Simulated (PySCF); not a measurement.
C4H9F, SMILES CC[C@@H](F)C. Atoms are numbered in the order given.

```xyz
14

C      1.5454    -1.2097    -0.6108
C      0.6865     0.0443    -0.7748
C     -0.1839     0.3721     0.4370
C     -1.2784    -0.6410     0.7299
F     -0.7874     1.6174     0.2102
H      2.2050    -1.3579    -1.4885
H      0.9291    -2.1257    -0.5049
H      2.1972    -1.1413     0.2854
H      1.3319     0.9286    -0.9608
H      0.0226    -0.0490    -1.6619
H      0.4695     0.4888     1.3351
H     -0.8504    -1.6266     1.0004
H     -1.9059    -0.2948     1.5741
H     -1.9297    -0.7733    -0.1583
```
Charge 0, spin multiplicity 1.

Coordinates come from a PBE-D3(BJ)/def2-SVP optimisation. The values are those of a single conformer.

Computed with SMD-PBE0/6-31G* (PySCF).

Solvation free energies are E(SMD) − E(gas) at the gas-phase geometry, for 1 M in both phases. In vacuum the dipole moment is 1.75 D.

Q: Estimate the solvation free energies in water, diethylether, 1-octanol. (Estimate from the structure and the level; the computed values follow.)

A: 
| solvent | ΔG(solv) (kcal/mol) | its non-electrostatic (CDS) part | dipole (D) |
|---|---|---|---|
| water | 0.2 | 3.4 | 2.21 |
| diethylether | -3.8 | -1.6 | 2.05 |
| 1-octanol | -3.4 | -0.6 | 2.14 |
